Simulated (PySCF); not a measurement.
## CuI₃, singlet: molecular constants

Method: PBE0 in PySCF with Cu def2-SVP, I def2-SVP with ECP28; scalar-relativistic core potentials, no spin–orbit coupling; density-fitted integrals.

The structure is a saddle point with 1 imaginary mode.

* Point group: C2v
* Bond lengths: Cu–I 2.421 Å (×2), Cu–I 2.487 Å
* Bond angles: I–Cu–I 97.5° (×2), I–Cu–I 164.9°
* Rotational constants: 0.02457, 0.01153, 0.007849 cm⁻¹
* Zero-point energy (real modes): 4.9 kJ/mol
* Atomisation energy without zero-point energy: 566 kJ/mol
* Highest occupied level: -7.27 eV
* Principal polarisabilities: 57.8, 119.2, 215.2 bohr³
* Dipole moment: 0.16 D
* Principal quadrupole moments (Buckingham, traceless) about the centre of mass: -3.45, -1.72, 5.17 D Å
* Lowest empty level: -5.84 eV

Harmonic modes (masses in u: Cu 62.930, I 126.904):
```json
{"symmetry": "b2", "ω (cm⁻¹)": "53i", "IR (km/mol)": "–"}
{"symmetry": "a1", "ω (cm⁻¹)": "63", "IR (km/mol)": "0.0"}
{"symmetry": "b1", "ω (cm⁻¹)": "69", "IR (km/mol)": "1.1"}
{"symmetry": "a1", "ω (cm⁻¹)": "148", "IR (km/mol)": "0.1"}
{"symmetry": "a1", "ω (cm⁻¹)": "226", "IR (km/mol)": "0.0"}
{"symmetry": "b2", "ω (cm⁻¹)": "311", "IR (km/mol)": "16.3"}
```

In C2v the vibrations span 2b2 + 3a1 + b1. Here b1 is antisymmetric to the molecular plane and b2 lies in it.

Charges (e):
```json
{"atom": "Cu1", "Mulliken": "0.07", "Löwdin": "-0.11", "polar tensor": "0.34", "Mayer order to Cu1": "–"}
{"atom": "I2", "Mulliken": "0.03", "Löwdin": "0.06", "polar tensor": "0.21", "Mayer order to Cu1": "0.77"}
{"atom": "I3,4", "Mulliken": "-0.05", "Löwdin": "0.02", "polar tensor": "-0.27", "Mayer order to Cu1": "0.97"}
```

Mulliken populations on Cu1: s 6.68, p 12.65, d 9.60, f 0.00.

Stability towards spin polarisation was not tested. Only a few start shapes were tried, so a lower isomer may exist. The small gap makes a closed-shell description doubtful.

The final relaxation and frequency run took about 4 core-minutes on a shared host.
